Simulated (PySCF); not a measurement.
C3H6Cl, SMILES C[C](C)Cl (connectivity only; charge and spin as stated), charge +1, multiplicity 1.

Coordinates come from a B3LYP-D3(BJ)/def2-SVP optimisation. The multiplicity is an assumed one; other spin states were not compared. The isomer is the one that the SMILES or the coordinates give; other isomers of the formula were not compared.

All values below come from B3LYP-D3(BJ)/def2-SVP in PySCF 2.14.0.

Frequencies are harmonic and unscaled.

```csv
mode,ν (cm⁻¹),IR (km/mol),Raman (Å⁴/amu),depolarisation,moving atoms (share of kinetic energy)
1,101,1.3,0.9,0.75,H 95 %
2,175,3.1,2.3,0.75,H 98 %
3,387,1.2,2.0,0.70,"C 44 %, H 37 %, Cl 20 %"
4,389,3.3,3.0,0.75,"C 54 %, H 25 %, Cl 21 %"
5,453,3.4,0.3,0.75,"C 50 %, H 47 %"
6,702,12.2,15.3,0.11,"C 51 %, Cl 27 %, H 22 %"
7,799,22.7,0.2,0.36,"H 76 %, C 22 %"
8,955,23.9,1.1,0.75,"H 63 %, C 37 %"
9,969,17.6,1.0,0.68,"H 52 %, C 46 %"
10,1007,29.8,2.1,0.75,"H 52 %, C 48 %"
11,1226,198.0,7.8,0.67,"C 60 %, H 38 %"
12,1290,4.2,5.3,0.75,"H 60 %, C 40 %"
13,1319,40.4,31.2,0.42,"H 87 %, C 13 %"
14,1338,180.4,11.9,0.75,"H 60 %, C 40 %"
15,1374,1.7,12.6,0.75,H 95 %
16,1384,0.1,16.5,0.74,"H 89 %, C 11 %"
17,1457,7.3,3.9,0.60,"H 83 %, C 17 %"
18,1461,44.2,4.9,0.75,"H 73 %, C 27 %"
19,2957,143.3,54.4,0.75,H 95 %
20,2967,39.8,278.7,0.08,H 95 %
21,3087,3.6,151.8,0.24,H 93 %
22,3089,26.5,31.1,0.75,H 93 %
23,3174,18.9,72.5,0.72,"H 90 %, C 10 %"
24,3175,6.6,41.1,0.75,"H 90 %, C 10 %"
```
